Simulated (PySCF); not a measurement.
Q: Give a PBE0-D3(BJ)/def2-SVP geometry of `CC(=O)c1ccc(CF)cc1`.

A: 
Z-matrix in Å and degrees, rows numbered from 1:
```
C 
C   1  1.5084
O   2  1.2117  1  121.04
C   2  1.4966  1  118.48  3   179.87
C   4  1.3982  2  123.13  1     0.26
C   5  1.3932  4  120.65  2  -179.80
C   6  1.3944  5  120.18  4    -0.01
C   7  1.5016  6  120.70  5   179.97
F   8  1.3676  7  111.82  6    -1.74
C   7  1.4013  6  119.38  5    -0.04
C  10  1.3862  7  120.35  6     0.03
H   1  1.1010  2  110.89  3   120.18
H   1  1.1010  2  110.91  3  -120.70
H   1  1.0963  2  108.73  3    -0.28
H   5  1.0918  4  120.41  2     0.21
H   6  1.0908  5  120.68  4   179.92
H   8  1.1048  7  110.09  6   118.99
H   8  1.1046  7  110.05  6  -122.53
H  10  1.0942  7  119.92  6   179.95
H  11  1.0920  4  117.86  2    -0.12
```

The C–C distances run from 1.386 Å (C10–C11, aromatic) to 1.508 Å (C1–C2, drawn single), a spread of 0.122 Å. Of the pairs four or more bonds apart, F9···H16 is among the closest relative to their van der Waals radii: 2.34 Å, 88 % of the sum of Bondi's values. The 11 heavy atoms lie in one plane (0.010 Å rms). The 6-membered ring C4–C5–C6–C7–C10–C11 has internal angles of 118.9° to 120.6° (sum 720°, against 720° for a flat polygon); it is planar, 0.00 Å rms from its mean plane, widest ring torsion 0°.

Computed with PBE0-D3(BJ)/def2-SVP geometry optimisation, gas phase in PySCF.

No frequency check. The numbers are those of one conformer (C1–C2–C4–C5 0°, C6–C7–C8–F9 -2°).
